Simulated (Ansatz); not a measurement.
Gas-phase electronic energies from Ansatz, PBE0-D4/def2-TZVP geometries. CBS: MP2 limit from def2 TZ/QZ plus the TZ coupled-cluster correction, frozen cores. DFT in def2-TZVPP. Each species was taken in one conformer, which may not be the lowest.

Reaction (ligand exchange at the Si–C bond): `[SiH3]C1=C[SiH2]O1` + `CCB(O)O` → `CCB(O)O[SiH3]` + `C1=C[SiH2]O1`

```json
{"level": "PBE0-D4", "ΔE (kJ/mol)": "-79.0"}
{"level": "HF/def2-TZVPP", "ΔE (kJ/mol)": "-106.3"}
{"level": "CCSD(T)/def2-TZVPP", "ΔE (kJ/mol)": "-86.5"}
{"level": "CCSD/CBS(def2)", "ΔE (kJ/mol)": "-89.5"}
```

(1) What does CCSD(T)/CBS give? (Estimate.)

Largest T1 diagnostic among the species: 0.014.

Answers

(1) Ansatz gave: -86.2 kJ/mol. The listed levels differ from it by 7.2, -20.1, -0.3, -3.3 kJ/mol.

From PBE to PBE0 (25 % exact exchange), in def2-TZVPP and without D4, ΔE moves by −6.6 kJ/mol. In def2-TZVPP, CCSD(T) changes the Hartree–Fock value by +19.8 kJ/mol (the triples alone add +3.3 kJ/mol) and MP2 by +18.6 kJ/mol.
